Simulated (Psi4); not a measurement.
C$_{4}$H$_{5}$ (SMILES [CH]1C=CC1), doublet, geometry from GFN2-xTB; PBE0/STO-3G in Psi4.

Psi4 was given this input:
```
memory 2 GB

molecule {
0 2
  C    -0.00321860   -0.72310986    0.74098122
  C    -0.14926074    0.65486258    0.76135888
  C     0.14871370   -0.77776372   -0.63542029
  C     0.00323715    0.72727827   -0.74525266
  H    -0.00656200   -1.47425761    1.51069329
  H    -0.30703081    1.39951873    1.51456422
  H     0.30636277   -1.54960601   -1.36076760
  H     0.88393419    1.26012121   -1.10389175
  H    -0.87353323    1.07662001   -1.29060109
symmetry c1
}

set basis sto-3g
set reference uks

energy('pbe0')
print_variables()
```

Output, abridged:

```
   => Loading Basis Set <=

    Name: STO-3G
    Role: ORBITAL
    Keyword: BASIS

         ---------------------------------------------------------
                                   SCF
               by Justin Turney, Rob Parrish, Andy Simmonett
                          and Daniel G. A. Smith
                              UKS Reference
         ---------------------------------------------------------

  ==> Geometry <==

    Molecular point group: c1
    Full point group: C1

    Geometry (in Angstrom), charge = 0, multiplicity = 2:

       Center              X                  Y                   Z               Mass
    ------------   -----------------  -----------------  -----------------  -----------------
         C           -0.003159282516    -0.709783435335     0.727325440962    12.000000000000
         C           -0.149201422516     0.668189004665     0.747703100962    12.000000000000
         C            0.148773017484    -0.764437295335    -0.649076069038    12.000000000000
         C            0.003296467484     0.740604694665    -0.758908439038    12.000000000000
         H           -0.006502682516    -1.460931185335     1.497037510962     1.007825032230
         H           -0.306971492516     1.412845154665     1.500908440962     1.007825032230
         H            0.306422087484    -1.536279585335    -1.374423379038     1.007825032230
         H            0.883993507484     1.273447634665    -1.117547529038     1.007825032230
         H           -0.873473912516     1.089946434665    -1.304256869038     1.007825032230

  Running in c1 symmetry.

  Rotational constants: A =      0.48327  B =      0.44611  C =      0.24260 [cm^-1]
  Rotational constants: A =  14488.01090  B =  13374.18433  C =   7272.86607 [MHz]
  Nuclear repulsion =  107.003163343338159

  Charge       = 0
  Multiplicity = 2
  Electrons    = 29
  Nalpha       = 15
  Nbeta        = 14

  ==> Algorithm <==

  SCF Algorithm Type is DF.
  DIIS enabled.
  MOM disabled.
  Fractional occupation disabled.
  Guess Type is SAD.
  Energy threshold   = 1.00e-06
  Density threshold  = 1.00e-06
  Integral threshold = 1.00e-12

  ==> Primary Basis <==

  Basis Set: STO-3G
    Blend: STO-3G
    Number of shells: 17
    Number of basis functions: 25
    Number of Cartesian functions: 25
    Spherical Harmonics?: true
    Max angular momentum: 1

  ==> DFT Potential <==

   => LibXC <=

    Version 7.1.2
    S. Lehtola, C. Steigemann, M. J. T. Oliveira, and M. A. L. Marques,  SoftwareX 7, 1–5 (2018) (10.1016/j.softx.2017.11.002)

   => Composite Functional: PBE0 <=

    PBE0 Hyb-GGA Exchange-Correlation Functional

    C. Adamo and V. Barone,  J. Chem. Phys. 110, 6158 (1999) (10.1063/1.478522)
    M. Ernzerhof and G. E. Scuseria,  J. Chem. Phys. 110, 5029 (1999) (10.1063/1.478401)

    Deriv               =              1
    GGA                 =           TRUE
    Meta                =          FALSE

    Exchange Hybrid     =           TRUE
    MP2 Hybrid          =          FALSE

   => Exchange Functionals <=

    0.7500   Perdew, Burke & Ernzerhof

   => Exact (HF) Exchange <=

    0.2500               HF

   => Correlation Functionals <=

    1.0000   Perdew, Burke & Ernzerhof

   => LibXC Density Thresholds  <==

    XC_HYB_GGA_XC_PBEH:  1.00E-15

   => Molecular Quadrature <=

    Radial Scheme          =       TREUTLER
    Pruning Scheme         =           NONE
    Nuclear Scheme         =       TREUTLER

    Blocking Scheme        =         OCTREE
    BS radius alpha        =              1
    Pruning alpha          =              1
    Radial Points          =             75
    Spherical Points       =            302
    Total Points           =         191254
    Total Blocks           =           1484
    Max Points             =            255
    Max Functions          =             25
    Weights Tolerance      =       1.00E-15

   => Loading Basis Set <=

    Name: (STO-3G AUX)
    Role: JKFIT
    Keyword: DF_BASIS_SCF

  ==> Integral Setup <==

  SCF_SUBTYPE=INCORE selected. In-core MEM_DF algorithm will be used.
  Using in-core AOs.

  ==> MemDFJK: Density-Fitted J/K Matrices <==

    J tasked:                   Yes
    K tasked:                   Yes
    wK tasked:                   No
    Algorithm:                 Core
    Schwarz Cutoff:           1E-12
    Mask sparsity (%):       0.3200
    Fitting Condition:        1E-10

   => Auxiliary Basis Set <=

  Basis Set: (STO-3G AUX)
    Blend: DEF2-UNIVERSAL-JKFIT
    Number of shells: 130
    Number of basis functions: 390
    Number of Cartesian functions: 456
    Spherical Harmonics?: true
    Max angular momentum: 4

  Minimum eigenvalue in the overlap matrix is 1.6499833898E-01.
  Reciprocal condition number of the overlap matrix is 6.2470864623E-02.
    Using symmetric orthogonalization.

  ==> Pre-Iterations <==

  SCF Guess: Superposition of Atomic Densities via on-the-fly atomic UHF (no occupation information).

   -------------------------
    Irrep   Nso     Nmo
   -------------------------
     A         25      25
   -------------------------
    Total      25      25
   -------------------------

  ==> Iterations <==

                           Total Energy        Delta E     RMS |[F,P]|

   @DF-UKS iter SAD:  -151.32046387800679   -1.51320e+02   0.00000e+00
   @DF-UKS iter   1:  -153.24409399827488   -1.92363e+00   2.76238e-03 ADIIS/DIIS
   @DF-UKS iter   2:  -153.25038524489278   -6.29125e-03   1.53483e-03 ADIIS/DIIS
   @DF-UKS iter   3:  -153.25198660992126   -1.60137e-03   7.18522e-04 ADIIS/DIIS
   @DF-UKS iter   4:  -153.25271878115043   -7.32171e-04   2.83758e-04 ADIIS/DIIS
   @DF-UKS iter   5:  -153.25282646584472   -1.07685e-04   1.25556e-04 ADIIS/DIIS
   @DF-UKS iter   6:  -153.25283677326266   -1.03074e-05   5.31145e-05 DIIS
   @DF-UKS iter   7:  -153.25283800955771   -1.23630e-06   9.80398e-06 DIIS
   @DF-UKS iter   8:  -153.25283808689574   -7.73380e-08   1.48812e-06 DIIS
   @DF-UKS iter   9:  -153.25283808919235   -2.29662e-09   2.44183e-07 DIIS
  Energy and wave function converged.

  ==> Post-Iterations <==

   Electrons on quadrature grid:
      Nalpha   =   14.9999884648 ; deviation = -1.154e-05
      Nbeta    =   13.9999864907 ; deviation = -1.351e-05
      Ntotal   =   28.9999749556 ; deviation = -2.504e-05

   @Spin Contamination Metric:   5.745429106E-02
   @S^2 Expected:                7.500000000E-01
   @S^2 Observed:                8.074542911E-01
   @S   Expected:                5.000000000E-01
   @S   Observed:                5.000000000E-01

    Orbital Energies [Eh]
    ---------------------

    Alpha Occupied:

       1A    -10.055010     2A    -10.033952     3A    -10.030059
       4A    -10.029909     5A     -0.856598     6A     -0.635560
       7A     -0.622707     8A     -0.494244     9A     -0.488357
      10A     -0.420785    11A     -0.356280    12A     -0.311138
      13A     -0.302818    14A     -0.249729    15A     -0.128217

    Alpha Virtual:

      16A      0.152497    17A      0.359358    18A      0.404184
      19A      0.440558    20A      0.464005    21A      0.509825
      22A      0.511877    23A      0.528547    24A      0.588433
      25A      0.916363

    Beta Occupied:

       1A    -10.056467     2A    -10.039317     3A    -10.018103
       4A    -10.018017     5A     -0.841915     6A     -0.639495
       7A     -0.588777     8A     -0.491134     9A     -0.478310
      10A     -0.405638    11A     -0.350355    12A     -0.303667
      13A     -0.298419    14A     -0.226861

    Beta Virtual:

      15A      0.062480    16A      0.186847    17A      0.379186
      18A      0.419597    19A      0.449764    20A      0.466374
      21A      0.510456    22A      0.518352    23A      0.541555
      24A      0.599666    25A      0.926524

    Final Occupation by Irrep:
              A
    DOCC [    14 ]
    SOCC [     1 ]
    NA   [    15 ]
    NB   [    14 ]

  @DF-UKS Final Energy:  -153.25283808919235

   => Energetics <=

    Nuclear Repulsion Energy =            107.0031633433381586
    One-Electron Energy =                -418.0346487272695413
    Two-Electron Energy =                 175.5649997435135106
    DFT Exchange-Correlation Energy =     -17.7863524487744762
    Empirical Dispersion Energy =           0.0000000000000000
    VV10 Nonlocal Energy =                  0.0000000000000000
    Total Energy =                       -153.2528380891923518

  UHF NO Occupations:
  HONO-2 :   13  A 1.9990805
  HONO-1 :   14  A 1.9734728
  HONO-0 :   15  A 1.0000000
  LUNO+0 :   16  A 0.0265272
  LUNO+1 :   17  A 0.0009195
  LUNO+2 :   18  A 0.0005913
  LUNO+3 :   19  A 0.0003605

Computation Completed

Properties will be evaluated at   0.000000,   0.000000,   0.000000 [a0]

Properties computed using the SCF density matrix

 Multipole Moments:

 ------------------------------------------------------------------------------------
     Multipole            Electronic (a.u.)      Nuclear  (a.u.)        Total (a.u.)
 ------------------------------------------------------------------------------------

 L = 1.  Multiply by 2.5417464519 to convert [e a0] to [Debye]
 Dipole X            :         -0.0031056            0.0032507            0.0001450
 Dipole Y            :         -0.6977284            0.7303154            0.0325870
 Dipole Z            :          0.7149725           -0.7483648           -0.0333923
 Magnitude           :                                                    0.0466581

 ------------------------------------------------------------------------------------

  Variable Map:
  ----------------------------------------------------------------------------
  "CURRENT ENERGY"              =>    -153.252838089192
  "CURRENT REFERENCE ENERGY"    =>    -153.252838089192
  "DD SOLVATION ENERGY"         =>       0.000000000000
  "DFT FUNCTIONAL TOTAL ENERGY" =>    -153.252838089192
  "DFT TOTAL ENERGY"            =>    -153.252838089192
  "DFT VV10 ENERGY"             =>       0.000000000000
  "DFT XC ENERGY"               =>     -17.786352448774
  "GRID ELECTRONS ALPHA"        =>      14.999988464844
  "GRID ELECTRONS BETA"         =>      13.999986490738
  "GRID ELECTRONS TOTAL"        =>      28.999974955582
  "NUCLEAR REPULSION ENERGY"    =>     107.003163343338
  "ONE-ELECTRON ENERGY"         =>    -418.034648727270
  "PCM POLARIZATION ENERGY"     =>       0.000000000000
  "PE ENERGY"                   =>       0.000000000000
  "SCF ITERATION ENERGY"        =>    -153.252838089192
  "SCF ITERATIONS"              =>       9.000000000000
  "SCF TOTAL ENERGY"            =>    -153.252838089192
  "TWO-ELECTRON ENERGY"         =>     175.564999743514
  "XC GRID RADIAL POINTS"       =>      75.000000000000
  "XC GRID SPHERICAL POINTS"    =>     302.000000000000
  "XC GRID TOTAL POINTS"        =>  191254.000000000000

  Array Variable Map:
  ----------------------------------------------------------------------------
  "CURRENT DIPOLE"              =>       0.000145047116 ... -0.033392336106 1 by 3
  "SCF DIPOLE"                  =>       0.000145047116 ... -0.033392336106 1 by 3
  "SCF TOTAL ENERGIES"          =>    -151.320463878007 ... -153.252838089192 1 by 10
```
